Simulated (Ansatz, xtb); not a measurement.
Molecule: sum formula AlOH, charge 1, multiplicity 2. 
Geometry from a B3LYP-D3(BJ)/def2-TZVP (Ansatz, a first-principles code) optimisation:
```
O
H 1 0.9611
Al 1 1.6190 2 151.77
```
Charge +1, spin multiplicity 2.

Harmonic wavenumbers from GFN2-xTB (xtb, at its own minimum), cm⁻¹: 381, 995, 3489.

Give the harmonic wavenumbers at B3LYP-D3(BJ)/def2-TZVP (Ansatz, finite differences of forces, unscaled).

209, 1005, 3871 cm⁻¹. Zero-point energy 7.3 kcal/mol.

From these and the geometry, give the ideal-gas thermochemistry at 298.15 K and 1 atm (rigid rotor, harmonic oscillator).

Point group Cs, rotational symmetry number 1. Rotational constants 2808, 16.98, 16.88 GHz. S(trans) 37.27, S(rot) 16.64, S(vib) 2.15, S(elec, spin only) 1.38, S 57.4 cal/(mol K). H(298) - H(0) 2.74 kcal/mol; G - E(el) -7.1 kcal/mol.
